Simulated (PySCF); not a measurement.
Basis-set dependence of population analyses: `C=CC1CCCCC1`

Compound: C₈H₁₄.
Structure used (PBE0-D3(BJ)/def2-SVP), in Å, numbered top down from 1:
```xyz
22
C8H14 angstrom
C      3.2889   -0.0972    0.3095
C      2.0854    0.2552    0.7627
C      0.7840    0.0128    0.0631
C      0.0726    1.3319   -0.2657
C     -1.2729    1.1029   -0.9449
C     -2.1738    0.1981   -0.1118
C     -1.4808   -1.1201    0.2146
C     -0.1353   -0.8919    0.8943
H      3.4068   -0.6107   -0.6507
H      4.2001    0.1122    0.8762
H      2.0112    0.7690    1.7315
H      0.9964   -0.5050   -0.8911
H     -0.0822    1.8943    0.6741
H      0.7263    1.9564   -0.8956
H     -1.7683    2.0680   -1.1395
H     -1.1048    0.6370   -1.9329
H     -2.4329    0.7140    0.8309
H     -3.1258    0.0140   -0.6357
H     -2.1252   -1.7484    0.8508
H     -1.3220   -1.6878   -0.7203
H      0.3703   -1.8511    1.0903
H     -0.2984   -0.4197    1.8811
```

PBE0 throughout (PySCF), one geometry, spherical d and f functions. Isolated species at its PBE0-D3(BJ)/def2-SVP geometry (one conformer only). Atoms taken as equivalent share a column and are averaged. The first 7 of 16 kinds of atom are listed.

Mulliken charges (e):

```json
{"basis": "STO-3G", "functions": "54", "C1": "-0.177", "C2": "-0.077", "C3": "-0.063", "C4/C8": "-0.140", "C5/C7": "-0.142", "C6": "-0.142", "H9": "+0.075"}
{"basis": "pcSseg-0", "functions": "100", "C1": "-0.402", "C2": "-0.147", "C3": "-0.510", "C4/C8": "-0.397", "C5/C7": "-0.472", "C6": "-0.478", "H9": "+0.212"}
{"basis": "6-31G", "functions": "100", "C1": "-0.369", "C2": "-0.056", "C3": "-0.228", "C4/C8": "-0.300", "C5/C7": "-0.315", "C6": "-0.312", "H9": "+0.152"}
{"basis": "6-31G*", "functions": "140", "C1": "-0.407", "C2": "-0.062", "C3": "-0.189", "C4/C8": "-0.321", "C5/C7": "-0.327", "C6": "-0.323", "H9": "+0.163"}
{"basis": "cc-pVDZ", "functions": "182", "C1": "-0.029", "C2": "-0.054", "C3": "-0.125", "C4/C8": "-0.006", "C5/C7": "-0.046", "C6": "-0.055", "H9": "+0.032"}
{"basis": "def2-SVP", "functions": "182", "C1": "-0.081", "C2": "-0.034", "C3": "-0.155", "C4/C8": "-0.018", "C5/C7": "-0.035", "C6": "-0.066", "H9": "+0.041"}
{"basis": "pcSseg-1", "functions": "206", "C1": "-0.156", "C2": "-0.146", "C3": "-0.327", "C4/C8": "-0.158", "C5/C7": "-0.212", "C6": "-0.231", "H9": "+0.112"}
{"basis": "6-311+G(2d,p)", "functions": "300", "C1": "-0.452", "C2": "0.000", "C3": "+0.401", "C4/C8": "-0.388", "C5/C7": "-0.347", "C6": "-0.271", "H9": "+0.110"}
{"basis": "aug-cc-pVDZ", "functions": "310", "C1": "+0.239", "C2": "+1.331", "C3": "+0.514", "C4/C8": "+0.499", "C5/C7": "+0.587", "C6": "+0.591", "H9": "-0.498"}
```

IAO charges (e):

```tsv
basis	functions	C1	C2	C3	C4/C8	C5/C7	C6	H9
STO-3G	54	-0.271	-0.133	-0.127	-0.249	-0.255	-0.255	+0.127
pcSseg-0	100	-0.311	-0.128	-0.125	-0.262	-0.267	-0.267	+0.138
6-31G	100	-0.328	-0.128	-0.108	-0.261	-0.262	-0.262	+0.142
6-31G*	140	-0.316	-0.123	-0.102	-0.248	-0.249	-0.249	+0.137
cc-pVDZ	182	-0.322	-0.124	-0.102	-0.249	-0.249	-0.249	+0.138
def2-SVP	182	-0.313	-0.120	-0.103	-0.244	-0.244	-0.244	+0.134
pcSseg-1	206	-0.322	-0.125	-0.105	-0.250	-0.250	-0.250	+0.138
6-311+G(2d,p)	300	-0.336	-0.126	-0.105	-0.255	-0.256	-0.256	+0.143
aug-cc-pVDZ	310	-0.336	-0.126	-0.103	-0.255	-0.255	-0.255	+0.142
```

Task: Which scheme is steadiest as the basis changes?

Result: Largest range over the bases for any column: IAO 0.07 e, Mulliken 1.48 e. IAO charges move least and Mulliken charges most, counted in e. Without the minimal STO-3G basis the ranges are IAO 0.03, Mulliken 1.48 e.

Task: How much do the charges still move between the two largest bases, 6-311+G(2d,p) and aug-cc-pVDZ?

Result: At most, over all atoms: Mulliken 1.331 e, IAO 0.001 e.

Task: What do the same runs give for the total energy, the frontier levels and the dipole moment?

Result: 
```tsv
basis	energy (Eh)	HOMO (eV)	LUMO (eV)	μ (D)
STO-3G	-309.1901	-5.47	3.77	0.37
pcSseg-0	-312.1958	-7.37	0.64	0.33
6-31G	-312.8112	-7.04	0.92	0.42
6-31G*	-312.8813	-6.99	0.91	0.41
cc-pVDZ	-312.9039	-7.15	0.67	0.45
def2-SVP	-312.6667	-7.22	0.61	0.44
pcSseg-1	-312.8447	-7.29	0.46	0.45
6-311+G(2d,p)	-312.9698	-7.26	0.26	0.53
aug-cc-pVDZ	-312.9199	-7.25	-0.01	0.55
```

The dipole is fixed by the density alone, so its range of 0.22 D shows that the density itself changes with the basis, not only its division among atoms.
